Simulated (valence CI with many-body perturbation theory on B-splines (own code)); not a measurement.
Al VIII: what the settings do

Computed by valence CI with perturbative core correlation (CI+MBPT): four valence electrons over a frozen Dirac-Fock core [He], a basis of 6 s, 6 p, 5 d, 3 f, 1 g functions for each j, with the one-electron correlation potential Σ1 (screened to all orders), the two-electron term Σ2, the three-electron term Σ3, Breit, model QED; selected single and double excitations, second order for the rest, scaled by the run's own slope (own B-spline code, finite nucleus).

No measured levels were compared; by estimate levels hold to about 100 cm⁻¹ or 0.05 % of their energy and the worst to 300 or 400 cm⁻¹, as in measured light ions of charge 2 to 7.

The reference run has the lowest level 2s2.2p2 3P_0 and an ionisation energy of 284.669 eV. Its largest variational space holds 11073 state functions.

| Level | Reference (cm⁻¹) | Shift (cm⁻¹) |
| --- | --- | --- |
| 2s2.2p2 3P_1 | 1707 | -54 |
| 2s2.2p2 3P_2 | 4411 | +71 |
| 2s2.2p2 1D_2 | 47060 | -170 |
| 2s2.2p2 1S_0 | 96766 | -843 |
| 2s.2p3 5S°_2 | 133289 | +1168 |
| 2s.2p3 3D°_3 | 262308 | +1540 |
| 2s.2p3 3D°_2 | 262410 | +1309 |
| 2s.2p3 3D°_1 | 262507 | +1243 |
| 2s.2p3 3P°_1 | 309401 | +1022 |
| 2s.2p3 3P°_2 | 309447 | +1053 |
| 2s.2p3 3P°_0 | 309458 | +925 |
| 2s.2p3 1D°_2 | 397668 | +2545 |

The ionisation energy moves by +0.059 eV.

(1) Which of these changes was made?
A. highest l with Σ1, explicit Σ2 and valence Breit (higher l get mean screening factors) 3 → 0
B. correlating orbitals by l 3 3 3 2 1 → 4 4 0 0 0
C. size limit of the variational space 10000 → 6000; highest l in the core sums 6 → 7

Answers

(1) A. highest l with Σ1, explicit Σ2 and valence Breit (higher l get mean screening factors) 3 → 0.
